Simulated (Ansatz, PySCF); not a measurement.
Species: GeF₂, net charge 0, singlet state. SMILES: [F][Ge][F]
Geometry: optimised at B3LYP-D3(BJ)/def2-TZVP (Ansatz, a program for electronic structure).

Quantity: atomisation energy (electronic, to ground-state atoms), in kJ/mol. Correlated levels leave the core frozen unless marked. Open shells are spin-unrestricted. Spin-orbit coupling is left out. The frozen core is the preceding noble-gas configuration, with the filled d and f shells of earlier blocks. No relativistic terms. The coupled-cluster limit lacks core correlation, which all-electron functionals hold. Basis-set limits of correlation are two-point, X^-3; Hartree-Fock from the larger set.

```json
[
 {"level": "HF/def2-TZVPD", "program": "PySCF", "atomisation energy (kJ/mol)": "711.5", "minus last row": "-379.9"},
 {"level": "HF/aug-cc-pVQZ", "program": "Ansatz", "atomisation energy (kJ/mol)": "714.2", "minus last row": "-377.2"},
 {"level": "r2SCAN/def2-TZVPD", "program": "Ansatz", "atomisation energy (kJ/mol)": "1082.2", "minus last row": "-9.2"},
 {"level": "PBE0/def2-TZVPD", "program": "Ansatz", "atomisation energy (kJ/mol)": "1052.6", "minus last row": "-38.8"},
 {"level": "BHLYP-D4/def2-TZVPD", "program": "Ansatz + dftd4", "atomisation energy (kJ/mol)": "996.3", "minus last row": "-95.1"},
 {"level": "MN15/def2-TZVPD", "program": "PySCF", "atomisation energy (kJ/mol)": "1087.9", "minus last row": "-3.5"},
 {"level": "LC-wPBE/def2-TZVPD", "program": "Ansatz", "atomisation energy (kJ/mol)": "1073.9", "minus last row": "-17.5"},
 {"level": "B2PLYP-D3(BJ)/def2-TZVPD", "program": "Ansatz + dftd3", "atomisation energy (kJ/mol)": "1081.3", "minus last row": "-10.1"},
 {"level": "MP2/6-31G", "program": "Ansatz", "atomisation energy (kJ/mol)": "932.8", "minus last row": "-158.6"},
 {"level": "RI-MP2/CBS(aug-cc-pVTZ,aug-cc-pVQZ)", "program": "Ansatz", "atomisation energy (kJ/mol)": "1158.6", "minus last row": "67.2"},
 {"level": "RI-MP2/CBS(cc-pVTZ,cc-pVQZ)", "program": "Ansatz", "atomisation energy (kJ/mol)": "1155.6", "minus last row": "64.2"},
 {"level": "SCS-MP2/aug-cc-pVTZ", "program": "Ansatz", "atomisation energy (kJ/mol)": "1093.5", "minus last row": "2.1"},
 {"level": "CCSD/cc-pVQZ", "program": "Ansatz", "atomisation energy (kJ/mol)": "1043.7", "minus last row": "-47.7"},
 {"level": "CCSD(T)/cc-pVQZ", "program": "Ansatz", "atomisation energy (kJ/mol)": "1074.8", "minus last row": "-16.6"},
 {"level": "CCSD(T)/CBS(cc-pVTZ,cc-pVQZ)", "program": "Ansatz", "atomisation energy (kJ/mol)": "1091.4", "minus last row": "0.0"}
]
```
